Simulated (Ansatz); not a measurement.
H4NSi (SMILES [NH][SiH3]) moved off its minimum; all values from Ansatz (a quantum-chemistry and plane-wave program), cores frozen in correlated methods. Open shells are unrestricted.
(charge 0, multiplicity 2)
```xyz
6

N      1.16486    -0.49461    -0.26880
Si    -0.49846     0.22327     0.10981
H      1.91349     0.13409     0.23408
H     -0.81773     0.03349     1.61743
H     -1.47848    -0.74695    -0.53450
H     -0.67348     1.67051    -0.32300
```

| level | largest force (eV/Å) | on atom | rms difference from CCSD(T)/cc-pV(T+d)Z (eV/Å) | dipole (D) |
|---|---|---|---|---|
| HF/def2-TZVPP | 3.50 | N1 | 0.326 | 1.80 |
| PBE/def2-TZVPP | 2.17 | N1 | 0.180 | 1.59 |
| r2SCAN/def2-TZVPP | 2.55 | N1 | 0.074 | 1.62 |
| B3LYP/def2-TZVPP | 2.59 | N1 | 0.045 | 1.66 |
| wB97M-V/def2-TZVPP | 2.73 | N1 | 0.083 | 1.68 |
| MP2/cc-pV(T+d)Z | 2.71 | N1 | 0.089 | 1.63 |
| CCSD(T)/cc-pV(T+d)Z | 2.49 | N1 | 0.000 | 1.59 |

The differences count from one level among others, with limits of its own. Forces at CCSD(T)/cc-pV(T+d)Z (eV/Å):

```json
[
 {"atom": "N1", "Fx": "0.370", "Fy": "2.039", "Fz": "1.379"},
 {"atom": "Si2", "Fx": "0.225", "Fy": "-1.222", "Fz": "0.424"},
 {"atom": "H3", "Fx": "-1.554", "Fy": "-1.280", "Fz": "-1.056"},
 {"atom": "H4", "Fx": "0.427", "Fy": "0.404", "Fz": "-0.933"},
 {"atom": "H5", "Fx": "0.414", "Fy": "0.750", "Fz": "0.024"},
 {"atom": "H6", "Fx": "0.118", "Fy": "-0.691", "Fz": "0.162"}
]
```
